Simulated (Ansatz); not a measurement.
Diatomic AlO, multiplicity 2 (the spin of the measured ground state). The T1 diagnostic near the minimum is 0.104, so single-reference values are doubtful.

The constants come from a fifth-degree fit in 1/R (seven points, main isotopes). Runs in def2 and cc sets follow the lowest solution found near the PBE0 minimum.

The values were computed with Ansatz (a first-principles code) with Gaussian orbitals. Each number belongs to the level named beside it.

Energies at SVWN5/def2-TZVPP:

```csv
R (Å),E (hartree)
1.504916,-316.07088775
1.545370,-316.07719964
1.582589,-316.08010480
1.624662,-316.08070124
1.666735,-316.07903320
1.715280,-316.07495020
1.771917,-316.06805275
```

With a reduced mass of 10.0420 u, find the minimum, the force constant and the constants.

A fifth-degree polynomial in 1/R puts the minimum at r_e = 1.6133 Å with force constant 593 N/m. Then ω_e = (1/2πc)√(k/μ) = 1001 cm⁻¹ and B_e = h/(8π²cμr_e²) = 0.6450 cm⁻¹; the cubic and quartic terms give α_e = 0.0052 and ω_e x_e = 6.0 cm⁻¹.
